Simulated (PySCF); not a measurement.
## CH9PSi3

The system: CH9PSi3, a silylene (divalent Si1, bonded to 1 C + 1 P); neutral, singlet. The structure, one conformer, was relaxed in the gas phase by PBE0-D3(BJ)/def2-SVP. No frequency run checks that it is a minimum.

The strong deshielding of the divalent centre rests on a low-lying excitation, and density functionals tend to overstate it.

SMILES: [SiH3]C[Si]P[SiH3]

```xyz
14

Si    0.319   -0.344    1.977
C    -1.169   -0.593    0.808
Si   -0.842   -1.992   -0.426
P     1.831    0.318    0.439
Si    0.871    2.036   -0.649
H    -2.046   -0.868    1.418
H    -1.437    0.300    0.216
H    -0.067   -3.093    0.228
H    -2.126   -2.565   -0.934
H    -0.041   -1.470   -1.573
H     2.735    1.024    1.283
H    -0.012    1.449   -1.699
H     1.936    2.860   -1.294
H     0.040    2.924    0.222
```
Atom numbers follow the order of the file, from 1.

Shieldings: GIAO PBE0/pcSseg-1. Shifts are against computed references at the same level: C TMS (σ 184.4 ppm), H TMS (σ 31.27 ppm), Si TMS (σ 352.0 ppm). Core levels by delta-SCF with SCAN, pcX-2 on the ionised atom and pcseg-1 elsewhere, spin-free X2C (2p3/2 is the spin-free 2p value less a third of a first-order spin-orbit splitting); from the vacuum level, for chosen atoms.

Question: Give the shieldings and core levels atom by atom.

Answer: 
| atoms | bonded to | σ (ppm) | δ (ppm) | core level (eV) |
| --- | --- | --- | --- | --- |
| Si1 | 1 C + 1 P | -321.6 | 673.6 | - |
| C2 | 2 Si + 2 H | 155.6 | 28.8 | 1s 289.79 |
| Si3 | 1 C + 3 H | 443.4 | -91.5 | 2p3/2 106.69 |
| P4 | 2 Si + 1 H | 416.3 | - | 2p3/2 135.56 |
| Si5 | 1 P + 3 H | 445.1 | -93.1 | 2p3/2 106.81 |
| H6 | 1 C | 28.21 | 3.06 | - |
| H7 | 1 C | 29.22 | 2.04 | - |
| H8 H9 H10 | 1 Si | 27.46 | 3.81 | - |
| H11 | 1 P | 27.08 | 4.19 | - |
| H12 H13 H14 | 1 Si | 27.08 | 4.19 | - |

Values are those of this one static structure, with the three H of a rotating XH3 group averaged; atoms that internal rotation interchanges would show their mean in an NMR spectrum.

The core-hole state of Si5 is spin-contaminated (⟨S²⟩ 0.80 against 0.75 for a pure doublet), so that value and differences from it are less sure.

Core levels of Si1 are left out, their hole states being strongly spin-contaminated.

Question: By CAM-B3LYP/def2-SVPD (TDDFT singlets, Tamm-Dancoff triplets, ionisation by delta-SCF), where does absorption start, and what does vertical ionisation take?

Answer: The lowest singlet lies at 2.59 eV (f 0.007), the strongest of the first 6 at 5.39 eV (f 0.220), the lowest triplet at 1.49 eV; vertical ionisation takes 8.03 eV.

The 3 runs behind this took 2.2 min in all, one thread each of Arm Neoverse V2 on a shared host, launched as `OMP_NUM_THREADS=1 python cluster_run.py task.json out`.
